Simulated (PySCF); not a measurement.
B(F)(SH)2 (BFH₂S₂), SMILES FB(S)S. Heavy atoms are numbered as in [B:1]([F:2])([SH:3])[SH:5]. Hydrogens are named by the atom that carries them.

Geometry: ωB97X-D3(BJ)/def2-SVP. The values are those of a single conformer.

The numbers are results of B3LYP/pcSseg-2 run with PySCF, not measurements.

GIAO shieldings, no solvent; atoms alike by connectivity are averaged. δ = σ(ref) − σ: ¹¹B against BF3 (σ = 86.3 ppm); ¹⁹F against CFCl3 (σ = 159.6 ppm); ³³S against H2S (σ = 688.9 ppm); ¹H against TMS (σ = 31.68 ppm), references at their B3LYP-D3(BJ)/def2-TZVP geometries, non-relativistic.

Computed chemical shifts:
```tsv
nucleus	atoms	count	δ (ppm)
¹¹B	B1	1	43.0
¹⁹F	F2	1	-68.6
³³S	S3 (SH)	2	162.4
¹H	H on S3	2	2.07
```
